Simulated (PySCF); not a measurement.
Sn(F)(Me), SMILES [CH3][Sn][F] (CH3FSn), singlet, PBE0/def2-SVP optimised geometry.

```
6

Sn    -0.46    -1.30     0.00
F      1.51    -1.30     0.00
C     -0.59     0.89     0.00
H     -1.51     1.26    -0.47
H      0.30     1.30    -0.51
H     -0.57     1.25     1.04
```

Density from PBE0/def2-TZVP, def2 effective core potentials past Kr (PySCF) at that geometry. The core electrons that the potentials of Sn replace are not part of the density.

Minimum of the electron density along straight lines between bonded atoms, close to the bond critical point (lines longer than 1.1 times the sum of covalent radii, or with two minima, are not listed):

```tsv
bond	length / Å	ρ at the minimum / e bohr⁻³	∇²ρ there / e bohr⁻⁵	position (fraction from the first atom)
Sn1–F2	1.966	0.109	0.53	0.52
Sn1–C3	2.195	0.099	0.11	0.51
C3–H4	1.101	0.265	-0.86	0.64
C3–H5	1.101	0.266	-0.87	0.64
C3–H6	1.104	0.262	-0.84	0.64
```
